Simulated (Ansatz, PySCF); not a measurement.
Constitutional and geometric isomers with formula C2H4Si. Gas-phase values, no solvent. Strings in code marks are SMILES.

Quantity: electronic energy of isomers of C2H4Si relative to `C#C[SiH3]`, in eV. The restricted reference of `C=C=[SiH2]` is unstable towards unrestricted orbitals.

Level 1: frozen-core CCSD(T)/cc-pVTZ // B3LYP-D3(BJ)/def2-TZVP (Ansatz, a program for electronic structure)
Level 2: PBE-D3(BJ)/def2-TZVP // B3LYP-D3(BJ)/def2-TZVP (PySCF)
Level 3: B3LYP/LANL2DZ // B3LYP-D3(BJ)/def2-TZVP (PySCF)
Level 4: HF/STO-3G // B3LYP-D3(BJ)/def2-TZVP (PySCF)

```tsv
species	level 2	level 3	level 4
`C=C=[SiH2]`	0.64	0.56	2.38
`C1=C[SiH2]1`	0.130	0.63	1.20
```

What does level 1 give for each?


- `C=C=[SiH2]`: 0.95
- `C1=C[SiH2]1`: 0.406
